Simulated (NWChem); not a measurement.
Molecule: BAsH3F; SMILES B([AsH2])F

```xyz
6

B     -0.5717     1.1847    -0.0001
As     0.0459    -0.7479    -0.0240
H     -0.9785    -1.1997     1.0026
H      1.1776    -0.5642     0.9730
F      0.3114     2.1658    -0.0133
H     -1.7436     1.4825    -0.0762
```
Atoms are numbered in this order, from 1.

Geometry: optimised at PBE0/def2-SVP.

Problem. Give the principal values of the shielding tensors (ppm) of B1, As2, F5 from KT2/pcSseg-1, GIAO (NWChem), with their diamagnetic and paramagnetic parts as GIAO splits them.

Solution. 
```tsv
atom	σ11	σ22	σ33	isotropic	diamagnetic	paramagnetic
B1	-51.5	62.9	82.8	31.4	192.2	-160.8
As2	1662.6	1772.2	2003.6	1812.8	2882.5	-1069.6
F5	-131.8	-22.6	491.3	112.3	473.8	-361.5
```
